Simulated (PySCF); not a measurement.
A PySCF script (with the pyscf-properties extension) for the NMR shieldings of `InChI=1S/C4H10O2Si/c1-2-4-3-5-7-6-4/h4H,2-3,7H2,1H3/t4-/m0/s1`, on a GFN2-xTB geometry:

```python
import basis_set_exchange as bse
import numpy as np
from pyscf import gto, dft
from pyscf.prop import nmr

atoms = """
C     2.323986    0.394436    0.235410
C     1.178942   -0.604440    0.125974
C    -0.050355    0.019799   -0.529649
C    -1.195439   -1.006879   -0.721182
O    -2.396436   -0.428001   -0.306419
Si   -2.160129    0.969171    0.518473
O    -0.548523    1.064402    0.266358
H     1.994185    1.270792    0.787063
H     2.649923    0.710383   -0.753090
H     3.169243   -0.051963    0.753320
H     1.486285   -1.469409   -0.465797
H     0.896955   -0.948723    1.123045
H     0.230425    0.450995   -1.500041
H    -1.005800   -1.899689   -0.114375
H    -1.291751   -1.305525   -1.768583
H    -2.413417    0.808009    1.942004
H    -2.875092    2.038671   -0.157004
"""
names = dict.fromkeys(["C", "O", "Si", "H"], "pcSseg-1")
basis = {el: gto.basis.parse(bse.get_basis(n, elements=[el], fmt="nwchem")) for el, n in names.items()}
mol = gto.M(atom=atoms, basis=basis, charge=0, verbose=0)
mf = dft.RKS(mol, xc="PBE0")
mf.grids.level = 2
mf.grids.alignment = dft.numint.BLKSIZE   # the property module wants whole blocks of grid points
mf.conv_tol = 1e-9
mf.kernel()

calc = nmr.RKS(mf)   # GIAO
C = mf.mo_coeff
Co = C[:, mf.mo_occ > 0]
resp = mf.gen_response(singlet=True, hermi=2)
def vind(x):   # induced exchange potential for any number of trial vectors
    d = np.einsum("pi,xij,qj->xpq", C, 2 * x.reshape(-1, C.shape[1], Co.shape[1]), Co, optimize=True)
    return np.einsum("xpq,pi,qj->xij", resp(d - d.transpose(0, 2, 1)), C, Co, optimize=True).ravel()
mo1, _ = nmr.rhf.solve_mo1(calc, with_cphf=vind)
sigma = calc.kernel(mo1)
for i, s in enumerate(sigma):   # ppm
    print("%2d %-2s %9.2f" % (i, mol.atom_pure_symbol(i), np.trace(s) / 3))
```

Question: Give the expected output.

Answer: 
```
 0 C     173.02
 1 C     151.38
 2 C     108.41
 3 C     114.40
 4 O     303.38
 5 Si    351.78
 6 O     284.16
 7 H      29.92
 8 H      30.82
 9 H      30.56
10 H      30.39
11 H      30.44
12 H      27.60
13 H      27.99
14 H      27.23
15 H      26.66
16 H      26.65
```

These numbers come from an equivalent density-fitted implementation of the same equations, which agrees with the script to about 0.01 ppm for H and up to a few tenths of a ppm for heavy atoms, so last digits may differ.

Question: Turn these shieldings into chemical shifts. Shifts are taken against calculated references (same method and geometry level): 13C (σref 186.93) and 29Si (σref 349.16) and 1H (σref 31.72) against TMS; 17O (σref 336.08) vs H2O.

Answer: Averaging equivalent atoms: C 2: 78.5; C 3: 72.5; C 1: 35.5; C 0: 13.9; O 6: 51.9; O 4: 32.7; Si 5: -2.6; H 16: 5.06; H 15: 5.06; H 14: 4.48; H 12: 4.11; H 13: 3.73; H 10: 1.33; H 7/8/9: 1.29; H 11: 1.28 ppm. Experimental scales use liquid or dissolved standards, which lie at an offset from isolated H2O (liquid H2O: subtract about 36 ppm).

Size and cost of the density-fitted run: 176 basis functions, 64 s wall time on 1 thread of an Intel Xeon, shared host; peak memory 0.8 GiB.
